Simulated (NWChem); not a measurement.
Species: ZnIF; SMILES [F][Zn][I]

```xyz
3

Zn     0.0000     0.0000     1.2175
F      0.0000     0.0000     2.9598
I      0.0000     0.0000    -1.1917
```
Atoms are numbered in this order, from 1.

Computed with NWChem. The geometry was optimised at PBE0/def2-SVP. def2 effective core potentials on I; no spin-orbit coupling. B3LYP is NWChem's, with the RPA form of VWN correlation.

Question: What does the run give for B3LYP/def2-SVP (core potentials)? Quantities: highest occupied level (eV); orbital gap (eV); dipole (D).

Answer: 
```yaml
highest occupied level (eV): -7.68
orbital gap (eV): 5.66
dipole (D): 1.01
```
